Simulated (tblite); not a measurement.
C4H7NOSi.
Structure used (GFN2-xTB), in Å, numbered top down from 1:
```xyz
14
C4H7NOSi angstrom
N     -0.4436    2.8615    1.1642
C     -0.2314    1.7622    0.9243
C      0.0292    0.3947    0.5942
Si     1.7372    0.2782   -0.2979
C     -1.1243   -0.1684   -0.2406
C     -1.0695   -1.6623   -0.3440
O     -0.2310   -2.3606    0.1504
H      0.0882   -0.1696    1.5309
H      1.6405    1.1153   -1.4968
H      1.9959   -1.1085   -0.6578
H      2.7318    0.8103    0.6295
H     -1.1234    0.2482   -1.2522
H     -2.0938    0.0922    0.2009
H     -1.9065   -2.0938   -0.9273
```

Method: GFN2-xTB as coded in tblite; computed harmonic values from a numerical Hessian at the method's own geometry, unscaled. Against measured fundamentals such values can be off by several per cent, at times by over 20. Modes of hydrogen on silicon can be 10 to 20 % off. One conformer, not necessarily the lowest.

Harmonic wavenumbers (cm⁻¹): 47.9, 79.3, 131.7, 137.3, 154.9, 245.6, 256.5, 445.9, 503.9, 548.7, 561.8, 632.2, 692.3, 745.3, 760.6, 775.8, 789.2, 951.8, 961.3, 1037.8, 1092.8, 1100.7, 1167.9, 1231.2, 1306.9, 1368.7, 1432.0, 1789.4, 2264.1, 2307.2, 2347.7, 2392.9, 2764.3, 2923.3, 2934.3, 2960.9.

A = 3106, B = 1552, C = 1130 MHz; mass 113.030 u (most abundant isotopes); point group C1, symmetry number 1.

Zero-point energy?

½Σν̃ = 20922 cm⁻¹ = 250.28 kJ/mol.

What is S at 200 K and 1 bar for an ideal gas of classical rigid rotors and harmonic oscillators?

Translation 159.52, rotation 114.14, vibration 70.91: S = 344.6 J/(mol K).

And Cp and H(200 K) − H(0)?

Cp = 106.36 J/(mol K), of which vibrations give 73.10 (their classical limit is 36 R = 299.3); H(200 K) − H(0) = 14.31 kJ/mol without the zero-point energy, 7.66 from vibrations.

What must be added to the electronic energy to get the Gibbs energy at 200 K and 1 bar?

ZPE + [H(200 K) − H(0)] − T·S = 250.28 + 14.31 − 68.91 = 195.68 kJ/mol.

Which modes carry the vibrational entropy at 200 K?

47.9 cm⁻¹: 17.21; 79.3 cm⁻¹: 13.09; 131.7 cm⁻¹: 9.07; 137.3 cm⁻¹: 8.75; 154.9 cm⁻¹: 7.83; 245.6 cm⁻¹: 4.59 J/(mol K); the other 30 give 10.37 together.

Blend soft modes into free rotors: weight 1/[1 + (100 cm⁻¹/ν̃)⁴] for the oscillator and the rest for a rotor with moment μB/(μ + B), μ = h/(8π²ν), B = 10⁻⁴⁴ kg m². What vibrational entropy results?

66.19 J/(mol K) in place of 70.91, which changes −T·S at 200 K by +0.94 kJ/mol.

How do the functions run with temperature in this model?

```tsv
T (K)	S (J/(mol K))	Cp (J/(mol K))	H − H(0) (kJ/mol)	G − H(0) (kJ/mol)	ln q(vib)
100	283.4	74.2	5.30	-23.04	1.57
300	394.0	139.6	26.62	-91.59	6.18
500	478.5	192.3	60.16	-179.11	10.51
800	580.6	241.4	125.87	-338.60	16.45
1000	636.9	262.7	176.40	-460.47	20.03
```

q(vib) and H(0) count from the zero-point level.

Hindered rotation and anharmonicity are outside this model. Other conformers, if any are populated, would add a mixing term that is left out. The structure is chiral; the term R ln 2 for an equal mix with its mirror image is left out.

Hardware: an Intel Xeon at 2.50 GHz with one thread, shared host with 64 logical CPUs at a one-minute load of 63. Cost: 0.94 s wall. This covers the Hessian and the dipole derivatives.
